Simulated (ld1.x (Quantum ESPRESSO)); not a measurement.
## u(r) = r·R(r): atom against pseudo-atom (Tc)

Columns: radius, all-electron u(r) and pseudo u(r) of the 4p shell (level -44.63 eV) of technetium in the configuration [Ar] 3d10 4s2 4p6 4d5 5s2 5p0; Wu–Cohen, non-relativistic, RRKJ scheme, ld1.x (Quantum ESPRESSO) 7.5.

| r (bohr) | all-electron | pseudo |
| --- | --- | --- |
| 0.098 | 0.3243 | 0.0224 |
| 0.195 | -0.2271 | 0.0866 |
| 0.292 | -0.5487 | 0.1872 |
| 0.390 | -0.4335 | 0.3168 |
| 0.488 | -0.0917 | 0.4631 |
| 0.585 | 0.2847 | 0.6113 |
| 0.682 | 0.6040 | 0.7497 |
| 0.780 | 0.8359 | 0.8675 |
| 0.878 | 0.9762 | 0.9535 |
| 0.975 | 1.0390 | 1.0016 |
| 1.072 | 1.0438 | 1.0120 |
| 1.170 | 1.0077 | 0.9878 |
| 1.268 | 0.9453 | 0.9357 |
| 1.365 | 0.8691 | 0.8656 |
| 1.463 | 0.7857 | 0.7849 |
| 1.560 | 0.7023 | 0.7023 |
| 1.658 | 0.6211 | 0.6211 |
| 1.755 | 0.5457 | 0.5457 |
| 1.852 | 0.4765 | 0.4765 |
| 1.950 | 0.4134 | 0.4134 |
| 2.047 | 0.3577 | 0.3577 |
| 2.145 | 0.3080 | 0.3080 |
| 2.242 | 0.2648 | 0.2648 |
| 2.340 | 0.2268 | 0.2268 |
| 2.438 | 0.1938 | 0.1938 |
| 2.535 | 0.1656 | 0.1656 |

(1) How many radial nodes do the two functions have?

(2) At about which radius was the pseudo-wave matched?

(3) Where does each function peak?

(4) Is the pseudo-wave norm-conserving?

Results:

(1) The all-electron 4p function has n − l − 1 = 2; the pseudo-wave has 0, since the states of the same l below it are removed with the core.

(2) 1.70 bohr. The columns agree to 0.0005 from 1.56 bohr on; several derivatives are matched, so the curves merge somewhat inside the radius.

(3) Outermost all-electron maximum near 1.07 bohr, pseudo maximum near 1.07 bohr (to the table’s step).

(4) Yes: the RRKJ scheme keeps the norm inside the radius equal to the all-electron one, which fixes the energy derivative of the logarithmic derivative at the level.
